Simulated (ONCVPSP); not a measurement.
# Which change was made? (O, ONCV)

| Item | Value |
| --- | --- |
| Element | oxygen (O) |
| Generator | ONCVPSP 4.0.1 |
| Type | optimised norm-conserving Vanderbilt (ONCV) |
| Functional | PBEsol |
| Relativity | scalar-relativistic |
| Frozen core | [He] |
| Valence charge | 6 |
| Reference configuration | 2s2 2p2 (charge +2) |
| Partial waves | 2s: rc 0.95 bohr, ncon 3, nbas 7, qcut 6.1 1/bohr, 2 projectors, debl 1.7 Ha; 2p: rc 0.95 bohr, ncon 4, nbas 7, qcut 11.7 1/bohr, local |
| Local potential | the p channel |
| Core correction | none |

In the s channel the program set the typed energies aside and used -2.136, 0.250 Ha.

Cutoffs, loose and tight: the cutoffs (Ha) at which the residual kinetic energy of the hardest occupied pseudo-wave falls to 1 and 0.1 mHa per electron. They do not see the model core or the augmentation charge, which bear on the density cutoff. Test errors are all-electron minus pseudo excitation energies from the reference, over the configurations 2s2 2p4; 2s2 2p3; 2s2 2p1; 2s0 2p6; variants that change the core or the reference have their own tests.

The base gives: outcome: generated, projector energies reset by the program; cutoff, loose: 122 Ha; cutoff, tight: 208 Ha; bound ghosts: none; GHOST(+) flags above zero: none; largest test error (meV): +291.

**Question.** After one change the result is: outcome: generated, projector energies reset by the program; cutoff, loose: 51 Ha; cutoff, tight: 121 Ha; bound ghosts: none; GHOST(+) flags above zero: none; largest test error (meV): +411. Which change was it?
A. all radii scaled by about 1.14 (s 1.08, p 1.08 bohr)
B. all radii scaled by about 0.91 (s 0.86, p 0.86 bohr)
C. all radii scaled by about 0.78 (s 0.74, p 0.74 bohr)
D. all radii scaled by about 1.31 (s 1.24, p 1.24 bohr)

**Answer.** A. The others give: all radii scaled by about 0.78 (s 0.74, p 0.74 bohr) → outcome: generated, projector energies reset by the program; cutoff, loose: 223 Ha; cutoff, tight: 357 Ha; bound ghosts: none; GHOST(+) flags above zero: none; largest test error (meV): +127 | all radii scaled by about 1.31 (s 1.24, p 1.24 bohr) → outcome: generated, projector energies reset by the program; cutoff, loose: 45 Ha; cutoff, tight: 71 Ha; bound ghosts: none; GHOST(+) flags above zero: none; largest test error (meV): +566 | all radii scaled by about 0.91 (s 0.86, p 0.86 bohr) → outcome: generated, projector energies reset by the program; cutoff, loose: 162 Ha; cutoff, tight: 263 Ha; bound ghosts: none; GHOST(+) flags above zero: none; largest test error (meV): +217.
